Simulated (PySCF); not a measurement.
# Hg(3+): ionisation energy

Hg(3+) [Xe] 4f14 5d9 [5d3/2^4 5d5/2^5, M_J = 5/2] → Hg(4+) [Xe] 4f14 5d8 [5d3/2^4 5d5/2^4, M_J = 4], as a difference of total energies. Computed with PySCF 2.14 in x2c-TZVPPall-2c, with the two-component X2C-1e Hamiltonian. Correlated levels: [Kr] 4d10 4f14 frozen; the 34 highest virtual spinors dropped. "Screened" scales the spin-orbit matrix elements by Boettger's factors to mimic the two-electron term; Breit and QED terms are absent.

| method | ionisation energy (eV) |
| --- | --- |
| GHF (spin-free) | 46.948 |
| GMP2 (spin-free) | 48.458 |
| GHF (screened spin-orbit) | 46.279 |
| GMP2 (screened spin-orbit) | 47.763 |

Problem. How much does correlation contribute at GMP2 (screened spin-orbit)?

Solution. 47.763 − (46.279) = 1.484 eV, measured against GHF (screened spin-orbit).

The spin-free rows relax to the high-spin LS determinant and lack the spin-orbit shift.

Errors of the correlated levels include the incompleteness of this basis and the frozen core.

The labels give the starting determinants; with spin-orbit coupling the two ends relaxed to ⟨J²⟩ = 8.77, ⟨L²⟩ = 6.19, ⟨S²⟩ = 0.93 and ⟨J²⟩ = 20.01, ⟨L²⟩ = 12.55, ⟨S²⟩ = 2.08.

For comparison: 48.55 ± 0.15 eV (measured; NIST Atomic Spectra Database, ionization energies).
